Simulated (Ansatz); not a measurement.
C$_{3}$H$_{8}$N, doublet, at a GFN2-xTB geometry. Base run: SVWN5/3-21G run with Ansatz (a program for electronic structure).

Here is a job for Ansatz.
Ansatz 0.2 input:
```yaml
crystal:
  periodic: [false, false, false]
  atoms:
    - {symbol: C, position_ang: [-1.19900215, -0.83639300, 0.12677471]}
    - {symbol: C, position_ang: [0.01387559, 0.02593350, 0.15918196]}
    - {symbol: C, position_ang: [1.35357790, -0.54836869, -0.14265299]}
    - {symbol: N, position_ang: [-0.15604386, 1.41099659, 0.03001501]}
    - {symbol: H, position_ang: [-1.00348330, -1.78518800, 0.62292084]}
    - {symbol: H, position_ang: [-1.52305459, -1.06507776, -0.90040408]}
    - {symbol: H, position_ang: [-2.03019307, -0.34664268, 0.63260756]}
    - {symbol: H, position_ang: [1.47859716, -1.50511862, 0.36093446]}
    - {symbol: H, position_ang: [2.14235413, 0.12417312, 0.19219051]}
    - {symbol: H, position_ang: [1.50113967, -0.72383813, -1.21961119]}
    - {symbol: H, position_ang: [0.58823510, 1.88250990, -0.46690228]}
    - {symbol: H, position_ang: [-1.07199613, 1.69517515, -0.29166300]}
basis:
  gaussian:
    orbitals: 3-21G.json
hamiltonian:
  xc: {name: SVWN5}
magnetization: {spin_polarized: true, initial_magnetization: 1}
```
The basis file holds 3-21G in the JSON format of the Basis Set Exchange.

Variants of this job, named by their change:

```csv
change,basis functions,E (Eh)
base,52,-171.29922
basis = 6-31G,52,-172.19446
basis = 6-31G*,76,-172.24048
basis = pc-1,96,-172.21884
basis = pcseg-1,96,-172.21673
basis = 6-31G**,100,-172.25412
basis = 6-311G**,…,…
basis = def2-SVPD,…,…
basis = aug-cc-pVDZ,…,…
basis = def2-TZVPD,…,…
basis = cc-pVTZ,232,-172.32009
basis = pc-2,232,-172.32800
basis = def2-TZVPP,236,-172.32433
```

Task: Fill in the missing entries.

Result: 
- basis = 6-311G**, basis functions: 120
- basis = 6-311G**, E (Eh): -172.29817
- basis = def2-SVPD, basis functions: 144
- basis = def2-SVPD, E (Eh): -172.14354
- basis = aug-cc-pVDZ, basis functions: 164
- basis = aug-cc-pVDZ, E (Eh): -172.26637
- basis = def2-TZVPD, basis functions: 220
- basis = def2-TZVPD, E (Eh): -172.32281

Totals compare only among sets that treat the same electrons; sets with core potentials leave the core out.
